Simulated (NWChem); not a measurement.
System: CH6AlNO; SMILES [CH3][Al]([NH2])[OH]

NWChem printed, in part:

```
             Northwest Computational Chemistry Package (NWChem) 7.3.0
             --------------------------------------------------------

 C1  symmetry detected

                             Geometry "geometry" -> ""
                             -------------------------

 Output coordinates in angstroms (scale by  1.889725989 to convert to a.u.)

  No.       Tag          Charge          X              Y              Z
 ---- ---------------- ---------- -------------- -------------- --------------
    1 Al                  13.0000    -0.02546295     0.03470427    -0.00020661
    2 C                    6.0000     0.37190814    -1.86874740     0.00006891
    3 H                    1.0000    -0.07366364    -2.35965607    -0.88076651
    4 H                    1.0000    -0.06397437    -2.35659450     0.88748951
    5 H                    1.0000     1.45176303    -2.08463410    -0.00525476
    6 O                    8.0000    -1.66984065     0.50003024     0.00000584
    7 H                    1.0000    -2.02237073     1.38962073     0.00081403
    8 N                    7.0000     1.25572814     1.26478914     0.00032209
    9 H                    1.0000     1.13012669     2.27039195    -0.00041040
   10 H                    1.0000     2.24631669     1.04843504    -0.00190086

 Effective nuclear repulsion energy (a.u.)     157.1274116470

  pbe96 is a nonlocal functional; adding pw91lda local functional.

                                 NWChem DFT Module
                                 -----------------

 Summary of "ao basis" -> "ao basis" (spherical)
 ------------------------------------------------------------------------------
       Tag                 Description            Shells   Functions and Types
 ---------------- ------------------------------  ------  ---------------------
 Al                         def2-svp                 8       18   4s3p1d
 C                          def2-svp                 6       14   3s2p1d
 H                          def2-svp                 3        5   2s1p
 O                          def2-svp                 6       14   3s2p1d
 N                          def2-svp                 6       14   3s2p1d

            General Information
            -------------------
          SCF calculation type: DFT
          Wavefunction type:  closed shell.
          No. of atoms     :    10
          No. of electrons :    40
           Alpha electrons :    20
            Beta electrons :    20
          Charge           :     0
          Spin multiplicity:     1
          Use of symmetry is: off; symmetry adaption is: off
          Maximum number of iterations: 150
          AO basis - number of functions:    90
                     number of shells:    44
          Convergence on energy requested:  1.00D-06
          Convergence on density requested:  1.00D-05
          Convergence on gradient requested:  5.00D-04

              XC Information
              --------------
          PerdewBurkeErnzerhof Exchange Functional  1.000
            Perdew 1991 LDA Correlation Functional  1.000 local
           PerdewBurkeErnz. Correlation Functional  1.000 non-local

             Grid Information
             ----------------
          Grid used for XC integration:  medium
          Radial quadrature: Mura-Knowles
          Angular quadrature: Lebedev.
          Tag              B.-S. Rad. Rad. Pts. Rad. Cut. Ang. Pts.
          ---              ---------- --------- --------- ---------
          Al                  1.25       88           8.0       590
          C                   0.70       49          11.0       434
          H                   0.35       45          12.0       434
          O                   0.60       49          11.0       434
          N                   0.65       49          11.0       434
          Grid pruning is: on
          Number of quadrature shells:   505
          Spatial weights used:  Erf1

      Superposition of Atomic Density Guess
      -------------------------------------

 Sum of atomic energies:        -411.34723725

      Non-variational initial energy
      ------------------------------

 Total energy =    -412.872337
 1-e energy   =    -878.060847
 2-e energy   =     308.061099
 HOMO         =      -0.364347
 LUMO         =      -0.011477

   convergence    iter        energy       DeltaE   RMS-Dens  Diis-err
 ---------------- ----- ----------------- --------- --------- ---------
 d= 0,ls=0.0,diis     1   -413.5640262267 -5.71D+02  1.87D-02  9.13D-01
 d= 0,ls=0.0,diis     2   -413.3276816089  2.36D-01  1.28D-02  3.19D+00
 d= 0,ls=0.0,diis     3   -413.6571218707 -3.29D-01  2.65D-03  7.26D-02
 d= 0,ls=0.0,diis     4   -413.6599562173 -2.83D-03  1.36D-03  4.20D-02
 d= 0,ls=0.0,diis     5   -413.6645819824 -4.63D-03  3.26D-04  1.05D-03
  Resetting Diis
 d= 0,ls=0.0,diis     6   -413.6646856529 -1.04D-04  1.17D-04  1.94D-04
 d= 0,ls=0.0,diis     7   -413.6647120766 -2.64D-05  4.97D-05  5.68D-06
 d= 0,ls=0.0,diis     8   -413.6647113064  7.70D-07  2.88D-05  1.15D-05
 d= 0,ls=0.0,diis     9   -413.6647128031 -1.50D-06  5.47D-06  4.08D-07
 d= 0,ls=0.0,diis    10   -413.6647128517 -4.86D-08  1.15D-06  2.06D-08

         Total DFT energy =     -413.664712851699
      One electron energy =     -883.404414640851
           Coulomb energy =      354.150819881483
    Exchange-Corr. energy =      -41.538529739324
 Nuclear repulsion energy =      157.127411646993

 Numeric. integr. density =       39.999988733855

                       DFT Final Molecular Orbital Analysis
                       ------------------------------------

[...]
```

Level: PBE/def2-SVP, vertical spin-unrestricted ions. Structure relaxed at the PBE0/def2-SVP level.

Question: Write an input that gives this output.

Answer: Several could match; the one computed here: the input that was run:
```
start job
memory heap 200 mb stack 900 mb global 1100 mb
geometry units angstroms noautoz
  Al    -0.072881    -0.030607     0.008873
  C      0.439224    -1.906439     0.002966
  H      0.003919    -2.426159    -0.866400
  H      0.054518    -2.417117     0.901138
  H      1.529778    -2.056439    -0.027266
  O     -1.742027     0.334112     0.046794
  H     -2.147804     1.200678     0.054394
  N      1.130927     1.274926    -0.022584
  H      0.944519     2.271051    -0.022023
  H      2.132504     1.119054    -0.047627
end
basis spherical
  * library def2-svp
end
dft
  xc xpbe96 cpbe96
  iterations 150
  vectors input atomic output neutral.movecs
end
task dft energy
charge 1
dft
  odft
  mult 2
  vectors input atomic output cation.movecs
end
task dft energy
```
